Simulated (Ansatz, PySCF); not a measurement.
The PySCF input:
```python
from pyscf import gto, scf, dft

mol = gto.M(
    atom='''
O    -1.36177222    0.59824745    0.03514722
Se    0.01589860   -0.31251358   -0.02617635
O     1.29420317    0.72993529    0.07610225
''',
    basis='def2-svpd',
    charge=-1,
    spin=1,
    verbose=4,
)

mf = dft.UKS(mol)
mf.xc = 'camb3lyp'
mf.grids.atom_grid = (99, 590)
mf.grids.prune = None
mf.kernel()
```

Question: Convert this to an input for Ansatz (a quantum-chemistry and plane-wave program).

Answer: This is not unique; one that fits is 
Ansatz 0.2 input:
```yaml
crystal:
  periodic: [false, false, false]
  atoms:
    - {symbol: O, position_ang: [-1.36177222, 0.59824745, 0.03514722]}
    - {symbol: Se, position_ang: [0.01589860, -0.31251358, -0.02617635]}
    - {symbol: O, position_ang: [1.29420317, 0.72993529, 0.07610225]}
basis:
  gaussian:
    orbitals: def2-SVPD
hamiltonian:
  xc: cam_b3lyp
total_charge: -1
magnetization: {spin_polarized: true, initial_magnetization: 1}
accuracy: high
```

Both were run: PySCF gave -2551.680104 Eh and Ansatz -2551.680104 Eh, 0.000 mEh apart.
